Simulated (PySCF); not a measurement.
C4H4Se.

```xyz
9

C      0.0000    -0.7148    -1.6789
C      0.0000     0.7148    -1.6789
C      0.0000     1.2888    -0.4333
Se     0.0000     0.0000     0.9093
C      0.0000    -1.2888    -0.4333
H      0.0000    -1.3095    -2.5964
H      0.0000     1.3095    -2.5964
H      0.0000     2.3513    -0.1881
H      0.0000    -2.3513    -0.1881
```

Coordinates come from a r2SCAN-D4/def2-SVP optimisation.

The numbers are results of PBE0/pcSseg-1 (PySCF), not measurements. Non-relativistic, no solvent.

Computed absolute GIAO shielding of each atom: isotropic value and principal components (ppm):
| atom | σ(iso) | σ11 | σ22 | σ33 | span |
|---|---|---|---|---|---|
| C1 | 50.5 | -34.2 | 38.7 | 146.9 | 181.2 |
| C2 | 50.5 | -34.2 | 38.7 | 146.9 | 181.2 |
| C3 | 41.7 | -55.6 | 39.7 | 141.2 | 196.8 |
| Se4 | 1146.3 | 816.9 | 1235.0 | 1386.9 | 570.0 |
| C5 | 41.7 | -55.6 | 39.7 | 141.2 | 196.8 |
| H6 | 24.0 | 20.7 | 23.4 | 27.9 | 7.1 |
| H7 | 24.0 | 20.7 | 23.4 | 27.9 | 7.1 |
| H8 | 23.6 | 20.7 | 22.4 | 27.6 | 7.0 |
| H9 | 23.6 | 20.7 | 22.4 | 27.6 | 7.0 |
